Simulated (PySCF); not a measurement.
# WF₂ + 2 H₂O → H₂WO₂ + 2 HF

Level: PBE0 in the def2-TZVP basis family, computed in PySCF with density fitting; scalar-relativistic core potentials for atoms from Rb on, none lighter, no spin–orbit coupling; open shells unrestricted.

```tsv
species	state and structure	ZPE (kJ/mol)	H(298 K) − H(0) (kJ/mol)	S° (J/(mol K))
WF₂	quintet, C2v, W–F 1.882 Å (×2); F–W–F 140.9°	8.6	12.4	299.2
H₂O	singlet, C2v, O–H 0.960 Å (×2); H–O–H 105.1°	56.5	9.9	188.7
H₂WO₂	singlet, C2v, W–H 1.732 Å (×2), W–O 1.690 Å (×2); H–W–H 119.4°, H–W–O 107.1° (×4), O–W–O 108.9°	54.1	12.6	281.8
HF	singlet, C∞v, H–F 0.920 Å	24.9	8.7	173.6
```

Q: Is the gas-phase reaction uphill or downhill in electronic energy at this level, and by how much?

A: At PBE0/def2-TZVP, ΔE = -147.5 kJ/mol, downhill. Hydrolysis steps of this kind drive oxide growth by atomic layer deposition.

Q: Add zero-point, thermal and entropy terms for 298.15 K and 1 bar.

A: ΔZPE = -17.7 and Δ[H(298) − H(0)] = -2.2 kJ/mol give ΔH° = -167.4 kJ/mol. ΔS° = -47.6 J/(mol K), so ΔG° = -167.4 − 298.15 × (-0.0476) = -153 kJ/mol.

Spin–orbit coupling can matter for WF₂, H₂WO₂ and is left out. Open d or f shells are single determinants, so the state found may not be the ground state. The structures come from searches over a few start shapes, so lower isomers are not excluded.
